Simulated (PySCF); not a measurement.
# GaF⁺: energy against distance

Set-up: basis Ga aug-cc-pVDZ-PP with ECP10, F aug-cc-pVDZ; scalar-relativistic core potentials; PySCF 2.14. Energies in eV from Ga⁺ + F in their ground configurations at the same level. State: ²Σ⁺ (doublet), unpaired electrons σ ↑.

All columns are r²SCAN0. A positive dipole points towards F; it is taken about the centre of mass and depends on that origin.

```
R (Å)  E (eV)  μ (D)  Mulliken charge on Ga (basis-dependent)  HOMO (eV)  LUMO (eV)  Mayer bond order  ⟨S²⟩
1.492  -0.266  -2.96                                     1.53     -16.84     -12.29              0.75  0.75
1.562  -0.892  -3.25                                     1.48     -16.98     -12.47              0.83  0.75
1.631  -1.201  -3.51                                     1.44     -17.10     -12.64              0.88  0.75
1.683  -1.287  -3.68                                     1.41     -17.18     -12.75              0.91  0.76
1.735  -1.286  -3.83                                     1.38     -17.26     -12.85              0.92  0.76
1.787  -1.222  -3.94                                     1.36     -17.33     -12.93              0.92  0.76
1.857  -1.076  -4.02                                     1.32     -17.42     -12.99              0.90  0.76
1.943  -0.850  -4.00                                     1.28     -17.52     -13.02              0.84  0.77
2.047  -0.583  -3.79                                     1.21     -17.57     -12.96              0.72  0.78
2.186  -0.311  -3.36                                     1.12     -17.54     -12.77              0.51  0.78
```

A fit through these points gives, at Re = 1.707 Å, μ = -3.75 D and dμ/dR = -2.84 D/Å; the reduced mass is 14.89 u.

Q: How strong is the fundamental in the double-harmonic approximation, I = 42.26·(dμ/dR)²/μred km/mol?

A: I = 42.26·(-2.84)²/14.89 = 22.9 km/mol at r²SCAN0.

Spin–orbit coupling is left out. For an ion De counts to the pair picked by the measured ionisation energies or electron affinities, which need not be the lowest pair at this level. The state was picked by a PBE0 search and need not be the measured ground state.
